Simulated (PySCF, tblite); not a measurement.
Breaking a bond: CCl, doublet.

Computed with: GFN2-xTB, 300 K electronic temperature (tblite); UCCSD(T) = PySCF 2.14.0 with CCSD(T) on UHF/6-31G, 6 core orbitals frozen.

Energies relative to the lowest point of each curve near equilibrium, in kJ/mol; the last columns give the difference from UCCSD(T):

```
R / Å  GFN2-xTB  UCCSD(T)  GFN2-xTB − UCCSD(T)
-----  --------  --------  -------------------
1.32      208.6     512.3               -303.7
1.39       95.9     324.9               -229.0
1.48       23.4     169.5               -146.1
1.55        2.5      94.6                -92.1
1.58        0.0      71.4                -71.4
1.65        4.8      33.1                -28.3
1.70       15.1      16.2                 -1.1
1.74       26.3       7.5                 18.8
1.82       54.7       0.0                 54.7
1.90       88.4       2.0                 86.3
2.05      159.1      22.2                136.9
```

GFN2-xTB is furthest from UCCSD(T) at 1.32 (-303.7 kJ/mol, below); its mean absolute difference over the points is 106.2 kJ/mol.

The scan ran from 1.32 to 6.52 Å; beyond the distances shown one of the unrestricted levels run for this scan, shown here or not, changes its spin distribution in one step.
